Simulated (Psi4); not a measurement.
C2H6Be, charge -1, doublet, at a GFN2-xTB geometry (such geometries of metal compounds can be far from the true shape) (a state made from the parent by changing its charge; the spin is typed, not shown lowest) (a gas-phase anion, which may not be bound at this level), atoms displaced at random by about 0.03 Å a coordinate; Psi4 with R2SCAN/STO-3G, gradient.

The Psi4 input:
```
memory 2 GB

molecule {
-1 2
Be   -0.41130261    0.72362576   -0.49789618
C     1.30634708    0.05507517   -0.86801165
H     1.21325142   -1.02700679   -1.02947819
H     1.91528339    0.17270839   -0.07524248
H     1.80131733    0.40970893   -1.77315540
C    -1.14097801   -0.24797748    1.04809952
H    -1.20264497   -1.37324950    0.83222876
H    -2.08648100   -0.02320899    1.49634902
H    -0.42275521   -0.12807512    1.84848798
symmetry c1
no_reorient
no_com
}

set {
  basis sto-3g
  reference uks
}

gradient('r2scan')
print_variables()
```

Task: Predict the main parts of the log of this Psi4 run.

Result: 
```
gradient() will perform analytic gradient computation.

   => Loading Basis Set <=

    Name: STO-3G
    Role: ORBITAL
    Keyword: BASIS

         ---------------------------------------------------------
                                   SCF
               by Justin Turney, Rob Parrish, Andy Simmonett
                          and Daniel G. A. Smith
                              UKS Reference
         ---------------------------------------------------------

  ==> Geometry <==

    Molecular point group: c1
    Full point group: C1

    Geometry (in Angstrom), charge = -1, multiplicity = 2:

       Center              X                  Y                   Z               Mass
    ------------   -----------------  -----------------  -----------------  -----------------
         BE          -0.411302610000     0.723625760000    -0.497896180000     9.012183065000
         C            1.306347080000     0.055075170000    -0.868011650000    12.000000000000
         H            1.213251420000    -1.027006790000    -1.029478190000     1.007825032230
         H            1.915283390000     0.172708390000    -0.075242480000     1.007825032230
         H            1.801317330000     0.409708930000    -1.773155400000     1.007825032230
         C           -1.140978010000    -0.247977480000     1.048099520000    12.000000000000
         H           -1.202644970000    -1.373249500000     0.832228760000     1.007825032230
         H           -2.086481000000    -0.023208990000     1.496349020000     1.007825032230
         H           -0.422755210000    -0.128075120000     1.848487980000     1.007825032230

  Running in c1 symmetry.

  Rotational constants: A =      1.13729  B =      0.20044  C =      0.18162 [cm^-1]
  Rotational constants: A =  34094.96644  B =   6008.89605  C =   5444.87197 [MHz]
  Nuclear repulsion =   50.439774987900982

  Charge       = -1
  Multiplicity = 2
  Electrons    = 23
  Nalpha       = 12
  Nbeta        = 11

  ==> Algorithm <==

  SCF Algorithm Type is DF.
  DIIS enabled.
  MOM disabled.
  Fractional occupation disabled.
  Guess Type is SAD.
  Energy threshold   = 1.00e-08
  Density threshold  = 1.00e-08
  Integral threshold = 1.00e-12

  ==> Primary Basis <==

  Basis Set: STO-3G
    Blend: STO-3G
    Number of shells: 15
    Number of basis functions: 21
    Number of Cartesian functions: 21
    Spherical Harmonics?: true
    Max angular momentum: 1

  ==> DFT Potential <==

   => LibXC <=

    Version 7.1.2
    S. Lehtola, C. Steigemann, M. J. T. Oliveira, and M. A. L. Marques,  SoftwareX 7, 1–5 (2018) (10.1016/j.softx.2017.11.002)

   => Composite Functional: R2SCAN <=

    r2SCAN Meta-GGA XC Functional  (0.1021/acs.jpclett.0c02405)
    J. W. Furness, A. D. Kaplan, J. Ning, J. P. Perdew, J. Sun  J. Phys. Chem. Lett.  11, 8208–8215, 2020

    Deriv               =              1
    GGA                 =           TRUE
    Meta                =           TRUE

    Exchange Hybrid     =          FALSE
    MP2 Hybrid          =          FALSE

   => Exchange Functionals <=

    1.0000   XC_MGGA_X_R2SCAN

   => Correlation Functionals <=

    1.0000   XC_MGGA_C_R2SCAN

   => LibXC Density Thresholds  <==

    XC_MGGA_C_R2SCAN:  1.00E-15
    XC_MGGA_X_R2SCAN:  1.00E-11

   => Molecular Quadrature <=

    Radial Scheme          =       TREUTLER
    Pruning Scheme         =           NONE
    Nuclear Scheme         =       TREUTLER

    Blocking Scheme        =         OCTREE
    BS radius alpha        =              1
    Pruning alpha          =              1
    Radial Points          =             75
    Spherical Points       =            302
    Total Points           =         193993
    Total Blocks           =           1490
    Max Points             =            256
    Max Functions          =             21
    Weights Tolerance      =       1.00E-15

   => Loading Basis Set <=

    Name: (STO-3G AUX)
    Role: JKFIT
    Keyword: DF_BASIS_SCF

  ==> Integral Setup <==

  SCF_SUBTYPE=INCORE selected. In-core MEM_DF algorithm will be used.
  Using in-core AOs.

  ==> MemDFJK: Density-Fitted J/K Matrices <==

    J tasked:                   Yes
    K tasked:                    No
    wK tasked:                   No
    Algorithm:                 Core
    Schwarz Cutoff:           1E-12
    Mask sparsity (%):       0.4535
    Fitting Condition:        1E-10

   => Auxiliary Basis Set <=

  Basis Set: (STO-3G AUX)
    Blend: DEF2-UNIVERSAL-JKFIT
    Number of shells: 103
    Number of basis functions: 309
    Number of Cartesian functions: 358
    Spherical Harmonics?: true
    Max angular momentum: 4

  Minimum eigenvalue in the overlap matrix is 2.1590614439E-01.
  Reciprocal condition number of the overlap matrix is 8.8740513363E-02.
    Using symmetric orthogonalization.

  ==> Pre-Iterations <==

  SCF Guess: Superposition of Atomic Densities via on-the-fly atomic UHF (no occupation information).

   -------------------------
    Irrep   Nso     Nmo
   -------------------------
     A         21      21
   -------------------------
    Total      21      21
   -------------------------

  ==> Iterations <==

                           Total Energy        Delta E     RMS |[F,P]|

   @DF-UKS iter SAD:   -91.57553711539319   -9.15755e+01   0.00000e+00
   @DF-UKS iter   1:   -93.16933788847483   -1.59380e+00   7.50400e-03 ADIIS/DIIS
   @DF-UKS iter   2:   -93.17885120667754   -9.51332e-03   6.01669e-03 ADIIS/DIIS
   @DF-UKS iter   3:   -93.18871024500538   -9.85904e-03   1.10584e-03 ADIIS/DIIS
   @DF-UKS iter   4:   -93.18914663865820   -4.36394e-04   1.33592e-04 ADIIS/DIIS
   @DF-UKS iter   5:   -93.18915382897620   -7.19032e-06   7.01535e-05 DIIS
   @DF-UKS iter   6:   -93.18915547914645   -1.65017e-06   1.61546e-05 DIIS
   @DF-UKS iter   7:   -93.18915569854640   -2.19400e-07   3.65337e-06 DIIS
   @DF-UKS iter   8:   -93.18915570991933   -1.13729e-08   9.56760e-07 DIIS
   @DF-UKS iter   9:   -93.18915571053650   -6.17163e-10   2.41282e-07 DIIS
[...]
  @DF-UKS Final Energy:   -93.18915571058230
[...]
    VV10 Nonlocal Energy =                  0.0000000000000000
    Total Energy =                        -93.1891557105822983

  UHF NO Occupations:
  HONO-2 :   10  A 1.9999629
  HONO-1 :   11  A 1.9997408
  HONO-0 :   12  A 1.0000000
  LUNO+0 :   13  A 0.0002592
  LUNO+1 :   14  A 0.0000371
  LUNO+2 :   15  A 0.0000238
  LUNO+3 :   16  A 0.0000026

Computation Completed

Properties will be evaluated at   0.000000,   0.000000,   0.000000 [a0]

Properties computed using the SCF density matrix

 Multipole Moments:

 ------------------------------------------------------------------------------------
     Multipole            Electronic (a.u.)      Nuclear  (a.u.)        Total (a.u.)
 ------------------------------------------------------------------------------------

 L = 1.  Multiply by 2.5417464519 to convert [e a0] to [Debye]
 Dipole X            :         -0.5294034            1.0676479            0.5382445
 Dipole Y            :         -0.3336475           -0.4384805           -0.7721281
 Dipole Z            :         -0.2256951            0.7334635            0.5077684
 Magnitude           :                                                    1.0694474

 ------------------------------------------------------------------------------------

         ------------------------------------------------------------
                                   SCF GRAD
                          Rob Parrish, Justin Turney,
                       Andy Simmonett, and Alex Sokolov
         ------------------------------------------------------------

  ==> Geometry <==

    Molecular point group: c1
    Full point group: C1

    Geometry (in Angstrom), charge = -1, multiplicity = 2:

       Center              X                  Y                   Z               Mass
    ------------   -----------------  -----------------  -----------------  -----------------
         BE          -0.411302610000     0.723625760000    -0.497896180000     9.012183065000
         C            1.306347080000     0.055075170000    -0.868011650000    12.000000000000
         H            1.213251420000    -1.027006790000    -1.029478190000     1.007825032230
         H            1.915283390000     0.172708390000    -0.075242480000     1.007825032230
         H            1.801317330000     0.409708930000    -1.773155400000     1.007825032230
         C           -1.140978010000    -0.247977480000     1.048099520000    12.000000000000
         H           -1.202644970000    -1.373249500000     0.832228760000     1.007825032230
         H           -2.086481000000    -0.023208990000     1.496349020000     1.007825032230
         H           -0.422755210000    -0.128075120000     1.848487980000     1.007825032230

  Nuclear repulsion =   50.439774987900982

  ==> Basis Set <==

  Basis Set: STO-3G
    Blend: STO-3G
    Number of shells: 15
    Number of basis functions: 21
    Number of Cartesian functions: 21
    Spherical Harmonics?: true
    Max angular momentum: 1

  ==> DFJKGrad: Density-Fitted SCF Gradients <==

    Gradient:                    1
    J tasked:                  Yes
    K tasked:                   No
    wK tasked:                  No
    Integrals threads:           1
    Schwarz Cutoff:          1E-12
    Fitting Condition:       1E-10

   => Auxiliary Basis Set <=

  Basis Set: (STO-3G AUX)
    Blend: DEF2-UNIVERSAL-JKFIT
    Number of shells: 103
    Number of basis functions: 309
    Number of Cartesian functions: 358
    Spherical Harmonics?: true
    Max angular momentum: 4

  ==> DFT Potential <==

   => LibXC <=

    Version 7.1.2
    S. Lehtola, C. Steigemann, M. J. T. Oliveira, and M. A. L. Marques,  SoftwareX 7, 1–5 (2018) (10.1016/j.softx.2017.11.002)

   => Composite Functional: R2SCAN <=

    r2SCAN Meta-GGA XC Functional  (0.1021/acs.jpclett.0c02405)
    J. W. Furness, A. D. Kaplan, J. Ning, J. P. Perdew, J. Sun  J. Phys. Chem. Lett.  11, 8208–8215, 2020

    Deriv               =              1
    GGA                 =           TRUE
    Meta                =           TRUE

    Exchange Hybrid     =          FALSE
    MP2 Hybrid          =          FALSE

   => Exchange Functionals <=

    1.0000   XC_MGGA_X_R2SCAN

   => Correlation Functionals <=

    1.0000   XC_MGGA_C_R2SCAN

   => LibXC Density Thresholds  <==

    XC_MGGA_C_R2SCAN:  1.00E-15
    XC_MGGA_X_R2SCAN:  1.00E-11

   => Molecular Quadrature <=

    Radial Scheme          =       TREUTLER
    Pruning Scheme         =           NONE
    Nuclear Scheme         =       TREUTLER

    Blocking Scheme        =         OCTREE
    BS radius alpha        =              1
    Pruning alpha          =              1
    Radial Points          =             75
    Spherical Points       =            302
    Total Points           =         193993
    Total Blocks           =           1490
    Max Points             =            256
    Max Functions          =             21
    Weights Tolerance      =       1.00E-15

  -Total Gradient:
     Atom            X                  Y                   Z
    ------   -----------------  -----------------  -----------------
       1       -0.002533908845     0.020452576886    -0.019743104451
       2        0.081067492223     0.010971784143     0.066991208532
       3        0.000138654914     0.003393609893    -0.002739438640
       4       -0.058507738566    -0.012419469085    -0.068451220386
       5       -0.006039638453    -0.007779915012     0.001478726068
       6       -0.021612264124     0.021416023959     0.047842650358
       7       -0.006154216813    -0.028153988384    -0.006490546863
       8        0.025879635175    -0.011840998819    -0.005648607270
       9       -0.012173383421     0.003762959941    -0.012946575928

  Variable Map:
  ----------------------------------------------------------------------------
[...]
  Array Variable Map:
  ----------------------------------------------------------------------------
[...]
[...]
```
